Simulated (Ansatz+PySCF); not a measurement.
# quintet VH2O(+): levels of theory in one basis

```yaml
atoms:
  - { symbol: V, position_ang: [0.0000, 0.0000, 0.0000] }
  - { symbol: O, position_ang: [0.0000, 0.0000, 2.1000] }
  - { symbol: H, position_ang: [0.7750, 0.0000, 2.6750] }
  - { symbol: H, position_ang: [-0.7750, 0.0000, 2.6750] }
```

Basis set: def2-SVP (spherical functions). Left uncorrelated: 6 orbitals. Correlation on ROHF uses semicanonical orbitals with singles. Charge 1, multiplicity 5.

Computed with Ansatz (development build ahead of 0.2.0); each method stands on the lowest determinant of its kind that the runs found.

| method | E − E(ROHF) (eV) | <S²> of the determinant |
| --- | --- | --- |
| ROHF | 0.00 | 6.00 |
| UHF | -0.09 | 6.00 |
| ROHF-MP2 | -10.13 | – |
| UHF-MP2 | -10.11 | 6.00 |

Is a single determinant a sound starting point here?

By this sign, yes. Unrestricted orbitals gain 0.09 eV and <S²> is 6.00 against 6.00 for a pure state.

Caution: other spin multiplicities were not run.
